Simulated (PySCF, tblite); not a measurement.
Isomers of C6H10N2OSi, one GFN2-xTB conformer each. Single-point energies are computed at PBE0/pcSseg-1 (PySCF, gas phase, no added dispersion term), electronic only.

```csv
SMILES,GFN2-xTB relative energy (kJ/mol)
C=C[C@@H](/C=N/C)O[SiH2]C#N,151.4
CC(=O)c1cn(C)nc1[SiH3],18.4
CC(=O)c1cnn(C)c1[SiH3],0.0
```

Conformers: `[CH2:1]=[CH:2][C@@H:3](/[CH:4]=[N:5]/[CH3:6])[O:7][SiH2:8][C:9]#[N:10]` with C1–C2–C3–C4 -111°, C2–C3–C4–N5 -103°, C2–C3–O7–Si8 -174°, C3–O7–Si8–C9 59°; `[CH3:1][C:2](=[O:3])[c:4]1[cH:5][n:6]([CH3:7])[n:8][c:9]1[SiH3:10]` with C1–C2–C4–C5 0°; `[CH3:1][C:2](=[O:3])[c:4]1[cH:5][n:6][n:7]([CH3:8])[c:9]1[SiH3:10]` with C1–C2–C4–C5 0°.

Q: What does PBE0/pcSseg-1 give for the same structures?

A: 
```json
{"SMILES": "CC(=O)c1cnn(C)c1[SiH3]", "PBE0/pcSseg-1 E (Eh)": "-708.20030", "PBE0/pcSseg-1 (kJ/mol)": "0.0", "GFN2-xTB (kJ/mol)": "0.0", "point group": "Cs"}
{"SMILES": "CC(=O)c1cn(C)nc1[SiH3]", "PBE0/pcSseg-1 E (Eh)": "-708.19702", "PBE0/pcSseg-1 (kJ/mol)": "8.6", "GFN2-xTB (kJ/mol)": "18.4", "point group": "near Cs"}
{"SMILES": "C=C[C@@H](/C=N/C)O[SiH2]C#N", "PBE0/pcSseg-1 E (Eh)": "-708.17040", "PBE0/pcSseg-1 (kJ/mol)": "78.5", "GFN2-xTB (kJ/mol)": "151.4", "point group": "C1"}
```

Both levels put the same isomer lowest; measured from each level's own lowest isomer, the values differ by up to 72.9 kJ/mol (C=C[C@@H](/C=N/C)O[SiH2]C#N: 151.4 against 78.5). As drawn, the lowest has an aromatic ring, a C=O bond and an N–N linkage, which the highest lacks; the highest has a C≡N group, a C=N bond and an Si–O bond, which the lowest lacks. Neighbours under 10 kJ/mol apart (CC(=O)c1cnn(C)c1[SiH3] and CC(=O)c1cn(C)nc1[SiH3]) can change places with a better method, another conformer or zero-point energy.

Q: Which frontier levels, dipoles and rotational constants go with these structures?

A: 
| SMILES | HOMO (eV, PBE0/pcSseg-1) | LUMO (eV) | dipole (D) | A, B, C (MHz) |
| --- | --- | --- | --- | --- |
| CC(=O)c1cnn(C)c1[SiH3] | -7.48 | -1.33 | 1.56 | 1675, 1057, 658.6 |
| CC(=O)c1cn(C)nc1[SiH3] | -7.40 | -1.26 | 5.93 | 1544, 993.3, 613.6 |
| C=C[C@@H](/C=N/C)O[SiH2]C#N | -7.37 | -1.16 | 2.10 | 1152, 981.7, 592.2 |

Q: What happens when harmonic zero-point energies from GFN2-xTB frequencies are added?

A: 
```
                     SMILES  ZPE (kJ/mol)  electronic (kJ/mol)  with ZPE (kJ/mol)
     CC(=O)c1cnn(C)c1[SiH3]         387.6                  0.0                0.0
     CC(=O)c1cn(C)nc1[SiH3]         385.8                  8.6                6.8
C=C[C@@H](/C=N/C)O[SiH2]C#N         382.6                 78.5               73.6
```

The zero-point energies span 5.0 kJ/mol. The order is unchanged.

Q: As an exercise, what shares would exp(−E/RT) give at 500 K from these electronic energies alone (no entropy, no degeneracies)?

A: RT = 4.157 kJ/mol: CC(=O)c1cnn(C)c1[SiH3] 88.8 %, CC(=O)c1cn(C)nc1[SiH3] 11.2 %, C=C[C@@H](/C=N/C)O[SiH2]C#N under 0.1 %.
